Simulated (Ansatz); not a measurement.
CH4Cl2OSSi (`CO[Si](S)(Cl)Cl`) at its PBE0-D4/def2-TZVP geometry, where that method's forces vanish. Total charge 0; spin multiplicity 1.

```xyz
10

C    -0.1306    0.4124   -1.6479
O    -0.8787    0.3407   -0.4464
Si   -0.2778    0.0243    1.0177
S     0.4669   -1.9558    1.0299
Cl   -1.7976    0.3038    2.3316
Cl    1.2249    1.3239    1.5046
H     0.4334   -0.5088   -1.8188
H    -0.8364    0.5559   -2.4655
H     0.5631    1.2565   -1.6201
H     1.2329   -1.7530    2.1148
```

Q: What forces (eV/Å) does PBE-D4/def2-TZVPP give on these atoms in Ansatz? (Estimate.)

A: Computed: 
```
C1   0.117  0.004 -0.188
O2  -0.506  0.081 -0.125
Si3  0.155 -0.110  0.301
S4  -0.049 -0.319 -0.214
Cl5 -0.266  0.048  0.206
Cl6  0.258  0.230  0.083
H7   0.133 -0.192 -0.055
H8  -0.145  0.033 -0.189
H9   0.163  0.182 -0.015
H10  0.139  0.042  0.197
```
